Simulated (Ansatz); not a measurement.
Ansatz results at the PBE0-D4/def2-TZVP geometry: LUMO energy (PBE/def2-TZVPP) -2.02 eV; LUMO energy (B3LYP/def2-TZVPP) -1.30 eV; size of the dipole moment (PBE/def2-TZVPP) 1.21 D.

Each molecule was computed in one conformer, which needn't be the lowest.

**Question.** Which molecule gave them?
A. `[F][Ge]([O][SiH3])([O][SiH3])[O][SiH3]`
B. `CC(C)[NH][Ge]([F])([F])[NH]C(C)C`
C. `[F][Ge]([F])([F])[SH]`
D. `C[Se][Ge]([CH3])([F])[Cl]`

**Answer.** A. The others give `C[Se][Ge]([CH3])([F])[Cl]`: -1.71, -1.09, 3.39; `CC(C)[NH][Ge]([F])([F])[NH]C(C)C`: -0.69, -0.06, 2.96; `[F][Ge]([F])([F])[SH]`: -2.47, -1.78, 2.42.

B3LYP here is the variant with VWN-RPA as its local correlation; programs differ in this.
